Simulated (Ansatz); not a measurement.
Basis-set extrapolation for C$_{2}$H$_{10}$AlN (`[CH3][AlH-]([CH3])[NH3+]`) (PBE0-D4/def2-TZVP geometry, frozen core, the Gaussian-basis code of Ansatz). Multiplicity 1, RHF reference.

```tsv
	def2-TZVPP	def2-QZVPP
HF	-378.025508	-378.039585
MP2 correlation	-0.688338	-0.733447
CCSD(T) correlation	-0.767376	not run
```

Energies in hartree. Use E(X) = E(∞) + A·exp(−7.88·√X) for Hartree–Fock and E(X) = E(∞) + B·X^(−2.97) for correlation, with X = 3 and 4, and add CCSD(T) minus MP2 of the smaller set to the MP2 limit.

Question: What is the CCSD(T) energy at the basis-set limit?

Answer: HF limit: -378.039585 + (-0.014077) × 0.13774 = -378.04152. MP2 limit: -0.733447 + (-0.045109) × 0.74074 = -0.76686. Higher-order term: -0.767376 − (-0.688338) = -0.07904. Total: -378.88742 hartree, 59.3 kcal/mol below CCSD(T)/def2-TZVPP.
